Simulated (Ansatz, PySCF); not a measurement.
Torsion H4–O1–B2–Cl3 in BClH2O (SMILES OBCl); at each angle all else is relaxed with GFN2-xTB, and the levels are single points there.
Geometry at 0° (charge 0, multiplicity 1):
```xyz
5

O     -0.9751    -0.1621    -0.3672
B      0.1652     0.4857    -0.2145
Cl     1.0060     0.4944     1.3016
H     -1.3412    -0.6371     0.3831
H      0.6084     1.0627    -1.1293
```

Quantity: the energy at 270° less that at 0°.

On the grid 0° to 330°, 270° is the highest and 0° the lowest point at CCSD(T)/CBS(cc-pV(T+d)Z, cc-pV(Q+d)Z).

Cores are frozen in the correlated methods. CBS: X⁻³ extrapolation of the correlation energy, Hartree–Fock from the larger set.

Codes used: Ansatz (Gaussian basis) for Hartree–Fock, density functionals and correlated methods; PySCF for the dispersion terms. 

Costs are ratios of core time to PBE/def2-TZVPP (roughly 1.7 s), for whole runs (searches for the state included, and forces where a run took them) on one shared machine, so rough; each difference counts from 14.06 kcal/mol (CCSD(T)/CBS(cc-pV(T+d)Z, cc-pV(Q+d)Z), a level with limits of its own).

A star marks coupled-cluster runs past 200 virtual orbitals, where the program's memory plan changes under this machine's limit, so their costs aren't comparable with smaller runs.

| level | basis functions | cost | difference (kcal/mol) |
|---|---|---|---|
| SVWN5/def2-TZVPP | 132 | ×0.8 | -1.20 |
| BLYP/def2-TZVPP | 132 | ×0.9 | -0.88 |
| PBE/def2-TZVPP | 132 | ×1 | -0.56 |
| B3LYP/def2-TZVPP | 132 | ×1 | -0.92 |
| PBE0/def2-TZVPP | 132 | ×1 | -0.60 |
| CCSD(T)/cc-pV(D+d)Z | 61 | ×1 | 2.17 |
| r2SCAN/def2-TZVPP | 132 | ×2 | -0.52 |
| r2SCAN-D3(BJ)/def2-TZVPP | 132 | ×2 | -0.51 |
| wB97X-V/def2-TZVPP | 132 | ×3 | -0.53 |
| wB97M-V/def2-TZVPP | 132 | ×4 | -0.55 |
| CCSD(T)/cc-pV(T+d)Z | 127 | ×10 | 0.48 |
| CCSD(T)/cc-pV(Q+d)Z | 234 | ×400* | 0.15 |

The cheapest listed level whose difference stays within 0.25 kcal/mol: CCSD(T)/cc-pV(Q+d)Z (0.15 kcal/mol, cost ×400).

Ansatz is a quantum-chemistry and plane-wave program.
